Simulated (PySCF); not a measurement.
UHF on V⁺ (vanadium, charge +1)

Configuration: [Ar] 3d3 4s1, high-spin 5F determinant (an excited configuration). Computed with PySCF 2.14 in def2-TZVPPD, with no relativity, point nucleus.

```
Total energy                                     : -942.665496 hartree
One-electron energy                              : -1288.1507 hartree
Hartree (Coulomb) energy                         : 389.6158 hartree
Exchange energy                                  : -44.1306 hartree
Kinetic energy                                   : 942.58728 hartree
⟨S²⟩                                             : 6.0023
⟨L²⟩                                             : 12.032
Sum of ⟨r⟩                                       : 17.54 bohr
Sum of ⟨r²⟩                                      : 28.14 bohr²
Density at the nucleus (Gaussians lack the cusp) : 7950 bohr⁻³
Spin density at the nucleus                      : 3.26 bohr⁻³
Langevin diamagnetic susceptibility              : -22.3 ×10⁻⁶ cm³/mol
```

| shell | electrons | mean orbital energy (hartree) | rms radius, mean of both spins (bohr) |
| --- | --- | --- | --- |
| 1s α | 1 | -201.78222 | 0.0776 |
| 1s β | 1 | -201.77866 | 0.0776 |
| 2s α | 1 | -24.18129 | 0.335 |
| 2s β | 1 | -24.11568 | 0.335 |
| 2p α | 3 | -20.32847 | 0.304 |
| 2p β | 3 | -20.26613 | 0.304 |
| 3s α | 1 | -3.56637 | 1.03 |
| 3s β | 1 | -3.34183 | 1.03 |
| 3p α | 3 | -2.42585 | 1.11 |
| 3p β | 3 | -2.16024 | 1.11 |
| 3d α | 3 | -0.79077 | 1.48 |
| 4s α | 1 | -0.49987 | 3.36 |

Spin-orbit constants ζ (cm⁻¹) from the X2C one-electron operator on these orbitals (non-relativistic here): bare nucleus, nucleus screened by l(l+1)(2l+1)/3 electrons, and screened by the Breit-Pauli mean field of the electrons.

```
shell   bare  screened nucleus  mean field
   2p  39380             35960       34350
   3p   4420              4035        3826
   3d  355.7             201.1       174.8
```

To first order the Landé constant is A = 43.70 cm⁻¹, so the lowest level has J = 1 and lies 0.0433 eV below the centre of the term. This holds in LS coupling only.
